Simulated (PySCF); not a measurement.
CH₃IOSe, SMILES CO[Se]I. Atoms are numbered in the order given.

```xyz
7

Se     0.5957    -0.7767     0.8896
I     -0.9854     0.9037    -0.2689
O      1.9856    -0.8403    -0.2490
C      1.7977    -1.5788    -1.4488
H      1.0757    -1.0741    -2.1149
H      2.7795    -1.6114    -1.9449
H      1.4475    -2.6067    -1.2530
```
Charge 0, spin multiplicity 1.

Geometry: B3LYP-D3(BJ)/def2-SVP. The def2 effective core potentials stand for the cores of I; spin–orbit coupling is left out. Other conformers were not sampled.

These are PBE/def2-TZVP (PySCF) values and carry that method's errors.

Atomic charges (e):

```tsv
atom	Löwdin	Mulliken
Se1	0.15	0.15
I2	0.00	-0.08
O3	-0.07	-0.26
C4	-0.41	-0.20
H5	0.11	0.13
H6	0.12	0.14
H7	0.10	0.12
```

Problem. Give the Mayer and Wiberg (Löwdin basis) orders of the bonds. (An estimate is asked for; the answer gives what the named calculation found.)

Solution. 
```
bond    Mayer  Wiberg
------  -----  ------
Se1–I2   1.09    1.57
Se1–O3   1.06    1.55
O3–C4    0.97    1.56
C4–H5    0.96    0.94
C4–H6    0.95    0.93
C4–H7    0.96    0.94
```
